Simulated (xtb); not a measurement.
CH$_{4}$O, charge +1, doublet, from a rough starting geometry (a state made from the parent by changing its charge; the spin is typed, not shown lowest); GFN2-xTB run with xtb.

Input for xtb:
```
$ xtb mol.xyz --gfn 2 --chrg 1 --uhf 1 --opt vtight --json

# file mol.xyz
6

C     -0.38069500    -0.04453932     0.05100190
O      0.89202213    -0.42369622    -0.43660023
H     -0.52212716    -0.15060935     1.14575170
H     -1.07761646    -0.63586839    -0.45061213
H     -0.54154102     1.03008246    -0.23775531
H      1.60548255     0.09456243     0.02241152
```

What the program printed (banner, timings and long lists left out):

```
   ID    Z sym.   atoms
    1    6 C      1
    2    8 O      2
    3    1 H      3-6

           -------------------------------------------------
          |                Calculation Setup                |
           -------------------------------------------------

           -------------------------------------------------
          |                 G F N 2 - x T B                 |
           -------------------------------------------------

          ...................................................
          :                      SETUP                      :
          :.................................................:
          :  # basis functions                  12          :
          :  # atomic orbitals                  12          :
          :  # shells                            8          :
          :  # electrons                        13          :
          :  max. iterations                   250          :
          :  Hamiltonian                  GFN2-xTB          :
          :  restarted?                      false          :
          :  GBSA solvation                  false          :
          :  PC potential                    false          :
          :  electronic temp.          300.0000000     K    :
          :  accuracy                    1.0000000          :
          :  -> integral cutoff          0.2500000E+02      :
          :  -> integral neglect         0.1000000E-07      :
          :  -> SCF convergence          0.1000000E-05 Eh   :
          :  -> wf. convergence          0.1000000E-03 e    :
          :  Broyden damping             0.4000000          :
          :  net charge                          1          :
          :  unpaired electrons                  1          :
          ...................................................

 iter      E             dE          RMSdq      gap      omega  full diag
   1     -7.7203104 -0.772031E+01  0.328E+00   12.38       0.0  T
   2     -7.7247637 -0.445329E-02  0.218E+00   12.50       1.0  T
   3     -7.7246732  0.904374E-04  0.933E-01   12.40       1.0  T
   4     -7.7267550 -0.208180E-02  0.193E-01   12.46       1.0  T
   5     -7.7267705 -0.154781E-04  0.351E-02   12.47       1.2  T
   6     -7.7267719 -0.141080E-05  0.142E-02   12.47       2.9  T
   7     -7.7267720 -0.418478E-07  0.411E-03   12.47       9.9  T
   8     -7.7267720 -0.969224E-08  0.692E-04   12.47      59.0  T
   9     -7.7267720 -0.327322E-09  0.203E-04   12.47     200.7  T

   *** convergence criteria satisfied after 9 iterations ***

         :::::::::::::::::::::::::::::::::::::::::::::::::::::
         ::                     SUMMARY                     ::
         :::::::::::::::::::::::::::::::::::::::::::::::::::::
         :: total energy              -7.655851583070 Eh    ::
         :: gradient norm              0.094541838640 Eh/a0 ::
         :: HOMO-LUMO gap             12.471241184546 eV    ::
         ::.................................................::
         :: SCC energy                -7.726771927273 Eh    ::
         :: -> isotropic ES            0.133414229144 Eh    ::
         :: -> anisotropic ES         -0.009965322245 Eh    ::
         :: -> anisotropic XC          0.003395967101 Eh    ::
         :: -> dispersion             -0.000717295127 Eh    ::
         :: repulsion energy           0.070920344203 Eh    ::
         :: add. restraining           0.000000000000 Eh    ::
         :: total charge               1.000000000000 e     ::
         :::::::::::::::::::::::::::::::::::::::::::::::::::::

      -----------------------------------------------------------
     |                   =====================                   |
     |                        A N C O P T                        |
     |                   =====================                   |
     |               Approximate Normal Coordinate               |
     |                Rational Function Optimizer                |
      -----------------------------------------------------------
      -----------------------------------------------------------
     |                   =====================                   |
     |                        A N C O P T                        |
     |                   =====================                   |
     |               Approximate Normal Coordinate               |
     |                Rational Function Optimizer                |
      -----------------------------------------------------------

          ...................................................
          :                      SETUP                      :
          :.................................................:
          :   optimization level         verytight          :
          :   max. optcycles                   200          :
          :   ANC micro-cycles                  20          :
          :   degrees of freedom                12          :
          :.................................................:
          :   RF solver                   davidson          :
          :   write xtbopt.log                true          :
          :   linear?                        false          :
          :   energy convergence         0.1000000E-06 Eh   :
          :   grad. convergence          0.2000000E-03 Eh/α :
          :   maxmium RF displ.          1.0000000          :
          :   Hlow (freq-cutoff)         0.1000000E-01      :
          :   Hmax (freq-cutoff)         5.0000000          :
          :   S6 in model hess.         20.0000000          :
          ...................................................

generating ANC from exact Hessian ...
Using Lindh-Hessian (1995)
 Shifting diagonal of input Hessian by    0.0000000000000000
 Lowest  eigenvalues of input Hessian
    0.000000    0.000000    0.000000    0.000000    0.000000    0.000000
    0.032636    0.065231    0.101373    0.113012    0.135650    0.146423
    0.226883    0.461777    1.033058    1.112761    1.254203    1.455684
[...]
 * total energy  :    -7.6558516 Eh     change       -0.3292921E-10 Eh
 * total energy  :    -7.6640193 Eh     change       -0.8167755E-02 Eh
 * total energy  :    -7.6663854 Eh     change       -0.2366075E-02 Eh
 * total energy  :    -7.6665355 Eh     change       -0.1501334E-03 Eh
 * total energy  :    -7.6665551 Eh     change       -0.1958750E-04 Eh
 * total energy  :    -7.6665563 Eh     change       -0.1193270E-05 Eh
 * total energy  :    -7.6665564 Eh     change       -0.1005849E-06 Eh
 * total energy  :    -7.6665564 Eh     change       -0.7382391E-08 Eh
   *** GEOMETRY OPTIMIZATION CONVERGED AFTER 8 ITERATIONS ***
[...]
          :  # electrons                        13          :
          :  max. iterations                   250          :
          :  Hamiltonian                  GFN2-xTB          :
          :  restarted?                      false          :
          :  GBSA solvation                  false          :
          :  PC potential                    false          :
          :  electronic temp.          300.0000000     K    :
          :  accuracy                    1.0000000          :
          :  -> integral cutoff          0.2500000E+02      :
          :  -> integral neglect         0.1000000E-07      :
          :  -> SCF convergence          0.1000000E-05 Eh   :
          :  -> wf. convergence          0.1000000E-03 e    :
          :  Broyden damping             0.4000000          :
          :  net charge                          1          :
          :  unpaired electrons                  1          :
          ...................................................

 iter      E             dE          RMSdq      gap      omega  full diag
   1     -7.7358020 -0.773580E+01  0.506E-05   13.35       0.0  T
   2     -7.7358020 -0.249223E-11  0.312E-05   13.35    1307.7  T
   3     -7.7358020 -0.305533E-12  0.176E-05   13.35    2315.1  T

   *** convergence criteria satisfied after 3 iterations ***

         :::::::::::::::::::::::::::::::::::::::::::::::::::::
         ::                     SUMMARY                     ::
         :::::::::::::::::::::::::::::::::::::::::::::::::::::
         :: total energy              -7.666556435450 Eh    ::
         :: gradient norm              0.000030448318 Eh/a0 ::
         :: HOMO-LUMO gap             13.352213112273 eV    ::
         ::.................................................::
         :: SCC energy                -7.735801917869 Eh    ::
         :: -> isotropic ES            0.133168021417 Eh    ::
         :: -> anisotropic ES         -0.009370932790 Eh    ::
         :: -> anisotropic XC          0.002603585432 Eh    ::
         :: -> dispersion             -0.000719952675 Eh    ::
         :: repulsion energy           0.069245482419 Eh    ::
         :: add. restraining           0.000000000000 Eh    ::
         :: total charge               1.000000000000 e     ::
         :::::::::::::::::::::::::::::::::::::::::::::::::::::

           -------------------------------------------------
          |                Property Printout                |
           -------------------------------------------------

    * Orbital Energies and Occupations

         #    Occupation            Energy/Eh            Energy/eV
      -------------------------------------------------------------
         1        2.0000           -1.0068436             -27.3976
         2        2.0000           -0.9250416             -25.1717
         3        2.0000           -0.8735773             -23.7712
         4        2.0000           -0.8334301             -22.6788
         5        2.0000           -0.8186744             -22.2773
         6        2.0000           -0.7323316             -19.9278
         7        1.0000           -0.6955461             -18.9268 (HOMO)
         8                         -0.2048613              -5.5746 (LUMO)
         9                         -0.1566397              -4.2624
        10                         -0.1442547              -3.9254
        11                         -0.0656059              -1.7852
        12                          0.0414726               1.1285
      -------------------------------------------------------------
                  HL-Gap            0.4906848 Eh           13.3522 eV
             Fermi-level           -0.5820713 Eh          -15.8390 eV

     #   Z          covCN         q      C6AA      α(0)
     1   6 C        3.613     0.022    20.689     6.565
     2   8 O        1.657    -0.128    16.254     5.442
     3   1 H        0.918     0.244     0.902     1.486
     4   1 H        0.923     0.197     1.116     1.652
     5   1 H        0.917     0.267     0.816     1.413
     6   1 H        0.803     0.398     0.488     1.097

 Mol. C6AA /au·bohr⁶  :        147.707312
 Mol. C8AA /au·bohr⁸  :       3022.987875
 Mol. α(0) /au        :         17.655287

Wiberg/Mayer (AO) data.
largest (>0.10) Wiberg bond orders for each atom

 ---------------------------------------------------------------------------
     #   Z sym  total        # sym  WBO       # sym  WBO       # sym  WBO
 ---------------------------------------------------------------------------
     1   6 C    3.839 --     2 O    1.368     4 H    0.936     3 H    0.784
                             5 H    0.748
     2   8 O    2.356 --     1 C    1.368     6 H    0.819
     3   1 H    0.922 --     1 C    0.784
     4   1 H    0.961 --     1 C    0.936
     5   1 H    0.899 --     1 C    0.748
     6   1 H    0.841 --     2 O    0.819
 ---------------------------------------------------------------------------

Topologies differ in total number of bonds
Writing topology from bond orders to xtbtopo.mol

molecular dipole:
                 x           y           z       tot (Debye)
 q only:        0.074       0.367       0.373
   full:        0.160       0.546       0.546       2.005
molecular quadrupole (traceless):
                xx          xy          yy          xz          yz          zz
 q only:        3.592       0.347      -1.758       0.346      -0.011      -1.834
  q+dip:        3.266       1.071      -1.564       1.200      -0.258      -1.702
   full:        3.475       0.901      -1.670       1.000      -0.519      -1.805

optimized geometry written to: xtbopt.xyz

           -------------------------------------------------
          | TOTAL ENERGY               -7.666556435450 Eh   |
          | GRADIENT NORM               0.000030448318 Eh/α |
          | HOMO-LUMO GAP              13.352213112273 eV   |
           -------------------------------------------------

normal termination of xtb
```
